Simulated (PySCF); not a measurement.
TcF₄ (quartet). Method: UB3LYP/[Tc def2-SVP with ECP28, F def2-SVP], scalar-relativistic core potentials, density fitting, no spin–orbit coupling, PySCF.

Harmonic bands of its minimum:

```tsv
ω (cm⁻¹)	IR (km/mol, summed over degenerate members)	degeneracy
79	0.0	1
198	39.5	2
208	28.3	1
297	0.0	1
631	0.0	1
696	0.0	1
727	489	2
```

Question: The central atom is Tc. Infer the point group and assign the bands.

Answer: D4h. The modes span b2u + 2eu + a2u + b2g + b1g + a1g: 79 b2u, 198 eu, 208 a2u, 297 b2g, 631 b1g, 696 a1g, 727 eu. The computed geometry has Tc–F 1.843 Å (×4); F–Tc–F 90.0° (×4), F–Tc–F 180.0° (×2).

Only a few start shapes were tried, so a lower isomer may exist. Open d and f shells are described by one determinant, and the ground state may have another occupation or spin.
